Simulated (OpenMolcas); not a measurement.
Ag2+ with its 6 nearest oxide ions at 2.35 Å, on the Ca site of CaO (a = 4.8105 Å, distance in the model lattice 2.405 Å). The rest of the host is ab initio model potentials to 7.6 Å, with orthogonalisation functions on the cations behind the ligands, and point charges beyond; the distance is set by hand and nothing relaxes. Ligand basis ANO-RCC-VDZP.
```
Ag    0.0000    0.0000    0.0000
O     2.3500    0.0000    0.0000
O     0.0000    2.3500    0.0000
O    -2.3500    0.0000    0.0000
O     0.0000   -2.3500    0.0000
O     0.0000    0.0000    2.3500
O     0.0000    0.0000   -2.3500
```

```
Program             : OpenMolcas
Method              : CASSCF
Basis               : ANO-RCC-VTZP [7s6p4d2f1g]
Scalar Hamiltonian  : DKH2, point nucleus
Active space        : 9 electrons in 5 orbitals (4d)
State averaging     : 2S+1 = 2 even, 5 roots
Spin-orbit coupling : state interaction with AMFI integrals over the reference wave functions
```

(1) What is the spin-free ground state (labels of O, the rotations of Oh)?

(2) Where is the first state of the same spin?

(3) What are the lowest two levels with spin-orbit coupling?

(4) What is χT at 300 K, and how does it compare with the textbook value?

(5) Which ligand-field parameters describe the states?

Results:

(1) 2E, 2-fold in its orbital part; it has the highest spin that d9 allows.

(2) 2T2 at 13000 cm-1 above the ground state.

(3) A 4-fold level Γ8, then a 2-fold level Γ7 11591 cm-1 above it. Their leading multiplicities are 2 (100 %) and 2 (100 %).

(4) The lowest level has 2S+1 = 2, for which the spin-only value is χT = S(S+1) / 2 = 0.375 cm3 K/mol (g = 2). The computed 0.522 at 300 K differs by +0.147, through orbital momentum, spin-orbit coupling and any other state in reach.

(5) The gap between the two states is 10Dq = 12960 cm-1. 

An orbital doublet at a regular site is open to a Jahn-Teller distortion, which this geometry leaves out. The least metal-like active orbital is 80 % on the metal (Löwdin) and no ligand orbital is active, so the numbers are rough. With metal d orbitals alone the field can be off either way by tens of per cent. Ligand-to-metal charge-transfer states are missing. No measured value stands beside these numbers; the geometry was set by hand and not optimised.
